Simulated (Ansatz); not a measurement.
**Nudged elastic band run: CH$_{8}$AsNSi**

input.yaml

```yaml
crystal:
  periodic: [false, false, false]
  atoms:
    - { symbol: C, position_ang: [-0.829845, 1.273011, -0.559009] }
    - { symbol: "N", position_ang: [-0.379802, 0.00135, 0.003962] }
    - { symbol: Si, position_ang: [1.042663, -0.056903, 1.031553] }
    - { symbol: As, position_ang: [-0.954809, -1.524224, -0.934997] }
    - { symbol: H, position_ang: [-1.893599, 1.208717, -0.87552] }
    - { symbol: H, position_ang: [-0.765181, 2.072509, 0.210145] }
    - { symbol: H, position_ang: [-0.241646, 1.618088, -1.443786] }
    - { symbol: H, position_ang: [0.971242, -1.297675, 1.877505] }
    - { symbol: H, position_ang: [1.037113, 1.175008, 1.90026] }
    - { symbol: H, position_ang: [2.355058, -0.091173, 0.277987] }
    - { symbol: H, position_ang: [0.371632, -1.916484, -1.656814] }
    - { symbol: H, position_ang: [-0.635727, -2.517325, 0.202814] }
basis:
  gaussian: { orbitals: def2-SVP }
hamiltonian:
  xc: pbe
  dispersion: d4
neb:
  order_check: false
  images: 1
  f_tol: 0.03
  max_iterations: 60
  initial_path: idpp
  climbing: false
  final_atoms:
    - { symbol: C, position_ang: [-0.99818054, 1.2168185, -0.3786547] }
    - { symbol: "N", position_ang: [-0.37582942, -0.05324477, -0.00903889] }
    - { symbol: Si, position_ang: [1.02434879, -0.07832064, 1.05013056] }
    - { symbol: As, position_ang: [-0.71242495, -1.47218979, -1.19817776] }
    - { symbol: H, position_ang: [-2.03646664, 1.05507044, -0.7415811] }
    - { symbol: H, position_ang: [-1.06175472, 1.88067754, 0.51021205] }
    - { symbol: H, position_ang: [-0.45402003, 1.78141844, -1.17447625] }
    - { symbol: H, position_ang: [0.82853119, 0.9869321, 2.09873322] }
    - { symbol: H, position_ang: [2.34016871, 0.19044059, 0.35153831] }
    - { symbol: H, position_ang: [1.11683745, -1.43666057, 1.68810337] }
    - { symbol: H, position_ang: [0.66169384, -1.54306154, -1.93404909] }
    - { symbol: H, position_ang: [-0.25580469, -2.5829813, -0.22863972] }
```

Launched with:

```bash
$ ansatz run input.yaml --threads 2 --pin off --max-ram 3072MiB --backend cpu --events-out ev --progress --plain --runs-dir out
```

Output, in part (warnings, iteration lines, the closing report on the highest movable image, with atoms numbered from 0):

```
NEB end point (image 0): max|allowed force component| = 6.634e-3 eV/Å (the criterion of neb.relax_end_points is 1.000e-2)
NEB end point (image 2): max|allowed force component| = 1.066e-2 eV/Å (the criterion of neb.relax_end_points is 1.000e-2)
NEB iter   1: max|band force component| = 1.143e0 eV/Å  barrier→ = 0.2415 eV  barrier← = 0.2415 eV  Δτ_max = 0.1676 Å  (84 SCF iters)
NEB iter   2: max|band force component| = 2.561e-1 eV/Å  barrier→ = 0.0794 eV  barrier← = 0.0793 eV  Δτ_max = 0.0380 Å  (29 SCF iters)
NEB iter   3: max|band force component| = 1.017e-1 eV/Å  barrier→ = 0.0704 eV  barrier← = 0.0703 eV  Δτ_max = 0.0611 Å  (29 SCF iters)
NEB iter   4: max|band force component| = 1.388e-1 eV/Å  barrier→ = 0.0675 eV  barrier← = 0.0674 eV  Δτ_max = 0.0304 Å  (29 SCF iters)
NEB iter   5: max|band force component| = 5.973e-2 eV/Å  barrier→ = 0.0640 eV  barrier← = 0.0639 eV  Δτ_max = 0.0606 Å  (30 SCF iters)
NEB iter   6: max|band force component| = 6.670e-2 eV/Å  barrier→ = 0.0614 eV  barrier← = 0.0613 eV  Δτ_max = 0.0304 Å  (29 SCF iters)
NEB iter   7: max|band force component| = 2.582e-2 eV/Å  barrier→ = 0.0601 eV  barrier← = 0.0600 eV  Δτ_max = 0.0000 Å  (58 SCF iters)
Total energy: -71347.52851210 eV, -2621.9733117279 hartree
Atom 0 at    -1.128128     1.142743    -0.208801 Å, force    -0.014499     0.013993    -0.015378 eV/Å
Atom 1 at    -0.205039     0.008453    -0.185787 Å, force    -0.025825     0.020993     0.005116 eV/Å
Atom 2 at     1.089963    -0.041872     0.993210 Å, force     0.025288    -0.004180     0.015748 eV/Å
Atom 3 at    -0.580463    -1.385339    -1.377983 Å, force     0.004293    -0.012432    -0.019938 eV/Å
Atom 4 at    -2.122070     0.843074    -0.604861 Å, force     0.004977     0.000373    -0.003998 eV/Å
Atom 5 at    -1.306005     1.543551     0.813452 Å, force     0.001699    -0.010729     0.010046 eV/Å
Atom 6 at    -0.763684     1.990238    -0.836330 Å, force     0.003991     0.000402     0.005151 eV/Å
Atom 7 at     0.632061    -0.537982     2.347089 Å, force     0.011934     0.002924    -0.003179 eV/Å
Atom 8 at     1.650545     1.345221     1.192663 Å, force    -0.004231    -0.002361    -0.004223 eV/Å
Atom 9 at     2.170150    -0.959756     0.493374 Å, force    -0.005914     0.001564    -0.002214 eV/Å
Atom 10 at     0.778647    -1.449443    -2.128064 Å, force     0.004447    -0.004873     0.015920 eV/Å
Atom 11 at    -0.138878    -2.553988    -0.463863 Å, force    -0.006160    -0.005675    -0.003050 eV/Å
Dipole moment:    -0.090953     0.044920    -0.051856 e Å
```

The run converged. No image climbed, so the highest image needn't sit at the top of the path. So few images can step over the top or miss a turn of the path.

Final band (atoms are numbered from 1 in the order of the input):

```json
{"image": "0", "path coordinate (Å)": "0.00", "energy (eV)": "0.000", "dihedral As4–N2–Si3–H10 (°)": "74"}
{"image": "1", "path coordinate (Å)": "2.31", "energy (eV)": "0.060", "dihedral As4–N2–Si3–H10 (°)": "27"}
{"image": "2", "path coordinate (Å)": "4.62", "energy (eV)": "0.000", "dihedral As4–N2–Si3–H10 (°)": "-46"}
```

The run took 19 s on 2 threads of Arm Neoverse V2, with other jobs on the host, peak memory 0.17 GiB.
